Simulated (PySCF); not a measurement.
C₃H₆Cl, charge +1, multiplicity 1. Atoms are numbered in the order given.

```xyz
10

C     -0.0154    -1.2827    -1.0552
C      0.0000     0.0000    -0.3508
C      0.0154     1.2827    -1.0552
Cl     0.0000     0.0000     1.3108
H      1.0556    -1.5193    -1.2561
H     -0.4927    -1.1912    -2.0435
H     -0.4263    -2.1075    -0.4581
H     -1.0556     1.5193    -1.2561
H      0.4263     2.1075    -0.4581
H      0.4927     1.1912    -2.0435
```
Charge +1, spin multiplicity 1.

Geometry optimised at B3LYP-D3(BJ)/def2-SVP. The spin state was assumed, not searched. The isomer is the one that the SMILES or the coordinates give; other isomers of the formula were not compared.

All values below come from r2SCAN/def2-TZVP run with PySCF.

Symmetry labels are those of the subgroup C2 that the program uses (full group C2).

Computed valence orbital energies around the gap with their symmetry:
```csv
orbital,symmetry,energy (eV)
HOMO−7,A,-18.39
HOMO−6,B,-17.83
HOMO−5,B,-17.76
HOMO−4,A,-16.01
HOMO−3,A,-15.87
HOMO−2,B,-15.58
HOMO−1,B,-15.09
HOMO,B,-14.00
LUMO,B,-9.84
LUMO+1,A,-5.50
LUMO+2,A,-3.71
LUMO+3,A,-2.55
```
